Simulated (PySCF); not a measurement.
## Structure from 2D NMR

Compound of formula C5H8N2OSi. Correlations simulated from computed shifts and the bond graph:

HSQC (one-bond C–H):
```
  δH     δC
6.50  138.2
5.22  110.1
5.00  110.1
2.28   21.1
```

COSY cross peaks (H two or three bonds apart, from the bond graph; peaks can be absent where the dihedral angle is near 90°):
```
  δH    δH
6.50  5.22
6.50  5.00
5.22  5.00
```

HMBC (two and three bonds, from the bond graph):
```
  δH                   δC
6.50         182.8, 110.1
5.22                138.2
5.00                138.2
4.93  182.8, 138.2, 123.6
2.28                182.8
```

Carbons without hydrogens: δ 182.8, 123.6.

- NMR shieldings at PBE0/pcSseg-1/GIAO
- geometry from GFN2-xTB
- code: PySCF 2.14.0 with density-fitted response routines
- no solvent, relativity neglected, fast rotation and ring inversion assumed for equivalent nuclei, one computed conformer

δ = σ(ref) − σ, references computed at the same level: ¹H, ¹³C against TMS.

Exchangeable hydrogens are left out of these lists.

Which molecule is this?

Answers

`C=CN([SiH2]C#N)C(C)=O`.

Atoms are numbered as in `[CH2:1]=[CH:2][N:3]([SiH2:4][C:5]#[N:6])[C:7]([CH3:8])=[O:9]`; H(Xn) means a hydrogen on atom n. Ha(C1) is cis to N3; Hb(C1) is trans to N3.

- δC 182.8 is C7, an amide carbonyl carbon.
- δC 138.2 is C2, an alkene carbon bearing nitrogen (δH 6.50).
- δC 123.6 is C5, a nitrile carbon.
- δC 110.1 is C1, a β carbon of an enol-ether or enamine type C=C (δH 5.00, 5.22).
- δC 21.1 is C8, a methyl carbon α to a carbonyl (δH 2.28).
- HMBC from δH 6.50 reaches the proton-free carbon C7.
- HMBC from δH 4.93 reaches the proton-free carbons C7, C5.
- HMBC from δH 2.28 reaches the proton-free carbon C7.
- COSY links 6.50–5.22, 6.50–5.00, 5.22–5.00.

This is the structure that produced the data.

Shifts are as computed. Against solution values, carbons near 30 ppm lie about +3 ppm off and those near 130 ppm about +5 ppm. Of 1309 compounds with measured shifts, 239 miss one by over three times the rms of a fit or turn the order of signals round; such compounds aren't used in these exercises.
